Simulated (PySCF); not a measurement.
Identify the unknown among the candidates.

All candidates are C4H9NSSi2.

* Rotational structure: rotational constants A, B, C: 1.448, 1.019, 0.699 GHz [GFN2-xTB]
* Dipole: 4.33 D [PBE0/def2-SVPD]
* NMR, other nuclei: isotropic shieldings of nuclei other than C and H, by class: -108 (1 N), 392 (1 Si), 402 (1 Si), 507 (1 S) ppm [GIAO PBE0/pcSseg-1]
* 13C NMR: chemical shifts (computed TMS as zero) by class: 123.0 (1 C), 39.4 (1 C), 22.7 (1 C), 17.2 (1 C) ppm [GIAO PBE0/pcSseg-1]
* UV, strongest line: among the 8 lowest singlet transitions: S7 at 6.10 eV (203 nm, f = 0.026) [TDDFT PBE0/def2-SVPD]
* Triplet: lowest triplet excitation (Tamm–Dancoff): 3.87 eV [TDA PBE0/def2-SVPD]

Electronic properties: PySCF, gas phase, density fitting. Levels stand in brackets. The structure is a single GFN2-xTB conformer in the gas phase; no vibrational or solvent corrections. NMR classes are plain means over equivalent atoms (diastereotopic ones count apart unless rotation or inversion swaps them), as if these changed places fast.

Problem. Which candidate is it?
A. `CS[C@@H]1C[SiH2][Si@@H]1C#N`
B. `[SiH3]N([SiH3])c1cccs1`
C. `[SiH3]N([SiH3])c1ccsc1`
D. `N#C[C@H]1C[Si@H](S[SiH3])C1`
E. `CS[C@@H]1[SiH2]C[Si@H]1C#N`

Solution. A. It is `CS[C@@H]1C[SiH2][Si@@H]1C#N`. Numbering: `[CH3:1][S:2][C@@H:3]1[CH2:4][SiH2:5][Si@@H:6]1[C:7]#[N:8]`. Its formula, C4H9NSSi2, gives 3 degrees of unsaturation: 1 ring and 2 π bonds in the structure found. 4 carbons fall into 4 classes; from least to most shielded: cyano carbon [C7] (123.0 ppm), ring sp3 carbon bound to sulfur [C3] (39.4 ppm), S-methyl carbon [C1] (22.7 ppm), ring sp3 carbon bound to silicon [C4] (17.2 ppm). The other shieldings belong to: -108 ppm, cyano nitrogen [N8]; 392 ppm, SiH silicon [Si6]; 402 ppm, SiH2 silicon [Si5]; 507 ppm, sulfide sulfur [S2]. The optimised geometry has point group C1 and is an asymmetric top.

The others, at the same levels:
- `[SiH3]N([SiH3])c1cccs1` fails: its computed 13C shifts are 163.5 (1 C), 131.3 (1 C), 120.7 (1 C), 108.9 (1 C) ppm and rotational constant A is 1.979 GHz (against 1.448 GHz).
- `CS[C@@H]1[SiH2]C[Si@H]1C#N` fails: its computed 13C shifts are 125.2 (1 C), 27.5 (1 C), 26.2 (1 C), -2.8 (1 C) ppm, lowest triplet excitation (Tamm–Dancoff) is 4.20 eV (against 3.87 eV) and rotational constant A is 1.812 GHz (against 1.448 GHz).
- `[SiH3]N([SiH3])c1ccsc1` fails: its computed 13C shifts are 153.8 (1 C), 133.7 (1 C), 125.0 (1 C), 111.8 (1 C) ppm, rotational constant A is 2.179 GHz (against 1.448 GHz) and smallest rotational constant is 0.612 GHz (against 0.699 GHz).
- `N#C[C@H]1C[Si@H](S[SiH3])C1` fails: it has 3 carbon classes against 4; its computed 13C shifts are 129.5 (1 C), 27.1 (2 C), 18.6 (1 C) ppm, rotational constant A is 3.531 GHz (against 1.448 GHz) and smallest rotational constant is 0.499 GHz (against 0.699 GHz).

Each candidate is one conformer, not necessarily the lowest. Dipoles, sizes and rotational constants follow the conformer. The torsions of the flexible species, by atom-mapped SMILES:
- `[CH3:1][S:2][C@@H:3]1[CH2:4][SiH2:5][Si@@H:6]1[C:7]#[N:8]`: C1–S2–C3–C4 176°
- `[SiH3:1][N:2]([SiH3:3])[c:4]1[cH:5][cH:6][cH:7][s:8]1`: Si1–N2–C4–C5 6°
- `[CH3:1][S:2][C@@H:3]1[SiH2:4][CH2:5][Si@H:6]1[C:7]#[N:8]`: C1–S2–C3–Si4 -74°
- `[SiH3:1][N:2]([SiH3:3])[c:4]1[cH:5][cH:6][s:7][cH:8]1`: Si1–N2–C4–C5 -154°
- `[N:1]#[C:2][C@H:3]1[CH2:4][Si@H:5]([S:6][SiH3:7])[CH2:8]1`: C4–Si5–S6–Si7 -171°
